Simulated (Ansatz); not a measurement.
Geometry optimisation, RKS BHLYP-D4/def2-SVP (Ansatz).

Input:

```yaml
crystal:
  periodic: [false, false, false]
  atoms:
    - { symbol: "N", position_ang: [-0.61241, 1.58927, -0.27431] }
    - { symbol: B, position_ang: [-0.17838, 0.27982, -0.22357] }
    - { symbol: Si, position_ang: [0.64545, -1.20872, 0.6313] }
    - { symbol: S, position_ang: [-0.26225, -1.07679, -1.39748] }
    - { symbol: H, position_ang: [-1.07769, 1.97338, -1.08162] }
    - { symbol: H, position_ang: [-0.50073, 2.25953, 0.46764] }
    - { symbol: H, position_ang: [2.04924, -1.58121, 0.48856] }
    - { symbol: H, position_ang: [-0.06323, -2.23527, 1.38949] }
basis:
  gaussian: { orbitals: def2-SVP }
hamiltonian:
  xc: { name: BHLYP }
  dispersion: d4
relax:
  f_tol: 0.02
  max_steps: 50
```

Run as:

```bash
$ ansatz run input.yaml --threads 2 --pin off --max-ram 3072MiB --backend cpu --events-out ev --progress --plain --runs-dir out
```

Question: Where does it end, and by what steps?

Answer: The forces met the threshold. After 5 steps the energy has fallen by 0.103 eV; Si3 moved furthest, 0.12 Å.

```json
{"step": "0", "energy less start (eV)": "0.0000", "largest force component (eV/Å)": "0.756", "accepted": "yes"}
{"step": "1", "energy less start (eV)": "-0.0794", "largest force component (eV/Å)": "0.405", "accepted": "yes"}
{"step": "2", "energy less start (eV)": "-0.1005", "largest force component (eV/Å)": "0.217", "accepted": "yes"}
{"step": "3", "energy less start (eV)": "-0.1021", "largest force component (eV/Å)": "0.105", "accepted": "yes"}
{"step": "4", "energy less start (eV)": "-0.1026", "largest force component (eV/Å)": "0.073", "accepted": "yes"}
{"step": "5", "energy less start (eV)": "-0.1028", "largest force component (eV/Å)": "0.008", "accepted": "yes"}
```

```xyz
8
Properties=species:S:1:pos:R:3
N -0.613 1.594 -0.276
B -0.198 0.280 -0.261
Si 0.626 -1.275 0.538
S -0.274 -1.093 -1.436
H -1.079 2.008 -1.065
H -0.476 2.218 0.498
H 2.080 -1.533 0.543
H -0.066 -2.199 1.460
```

Time of the run: 21 s on 2 threads of Arm Neoverse N1, on a shared host, peak memory 0.16 GiB.
